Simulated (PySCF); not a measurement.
Potential energy of SeCl along the bond

Set-up: basis Se 6-31G(d,p), Cl 6-31G(d,p); no relativity; PySCF 2.14. Energies in eV from Se + Cl in their ground configurations at the same level. State: ²Π (doublet), unpaired electrons π ↑.

| R (Å) | CAM-B3LYP | UHF |
| --- | --- | --- |
| 1.845 | -1.166 | 0.4546 |
| 1.931 | -1.911 | -0.3152 |
| 2.016 | -2.315 | -0.7343 |
| 2.081 | -2.457 | -0.8832 |
| 2.145 | -2.500 | -0.9282 |
| 2.209 | -2.466 | -0.8950 |
| 2.295 | -2.336 | -0.7645 |
| 2.402 | -2.086 | -0.5255 |
| 2.531 | -1.717 | -0.2866 |
| 2.703 | -1.198 | -0.1225 |

Problem. Put a parabola through the three lowest points of the CAM-B3LYP curve and estimate Re, k and ωe (reduced mass 24.33 u; 1 eV/Å² = 0.16022 mdyn/Å; ωe = 1302.8·√(k/μ) cm⁻¹).

Solution. Through R = 2.081, 2.145, 2.209 Å the second-order coefficient is 9.40 eV/Å², so Re ≈ 2.149 Å, k ≈ 3.01 mdyn/Å and ωe ≈ 458 cm⁻¹. A polynomial fit of higher order to the unrounded CAM-B3LYP energies gives Re = 2.145 Å, k = 2.90 mdyn/Å, ωe = 450 cm⁻¹; anharmonicity and rounding make the difference.

The higher-order fit for each curve: CAM-B3LYP: Re = 2.145 Å, ωe = 450 cm⁻¹, De = 2.50 eV; UHF: Re = 2.146 Å, ωe = 458 cm⁻¹, De = 0.93 eV.

⟨S²⟩ of the unrestricted solution departs from its pure value on part of the curve, where spin states mix. Spin–orbit coupling is left out. The state is the lowest determinant that a PBE0 search found; another state may lie lower at other levels.
